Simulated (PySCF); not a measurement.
Computed IR spectrum (relative IR intensity) of a molecule C3H8O2Si. Geometry: PBE-D3(BJ)/def2-SVP. Other conformers were not sampled. Calculation: PBE-D3(BJ)/def2-SVP in PySCF. Frequencies are harmonic and unscaled.

Lines under 2 % of the strongest are left out, and lines within 2 cm⁻¹ are merged.

```csv
ν (cm⁻¹),relative intensity
41,2.6
81,4.5
201,6.3
373,6.2
447,12
587,4.5
705,24
778,59
844,60
870,23
888,44
954,17
1142,77
1160,41
1184,8.9
1253,2.5
1330,12
1399,12
1402,5.3
1413,6.0
1443,3.5
1736,97
2163,44
2176,67
2715,100
2869,27
2894,54
2908,34
2953,35
3066,13
```

Q: Pick the molecule that these values belong to.
A) O[C@@H]1[C@H](O)[C@@H]1[SiH3]
B) COCC(=O)[SiH3]
C) COC[SiH2]C=O
D) O[Si]1(O)CCC1

A: C, COC[SiH2]C=O
